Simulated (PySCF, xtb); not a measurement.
B(OH)2(SiH3) (BH5O2Si), SMILES OB(O)[SiH3].

GFN2-xTB (xtb) at its own geometry gives an orbital gap of 4.51 eV and a dipole moment of 4.46 D.

Coordinates come from a PBE0-D3(BJ)/def2-SVP optimisation. One conformer was computed; it need not be the lowest.

Question: What does PBE/def2-TZVP (PySCF) give? (An estimate is asked for; the answer gives what the named calculation found.)

Answer: gap 6.14 eV (levels -7.15 and -1.00 eV), dipole 3.36 D.
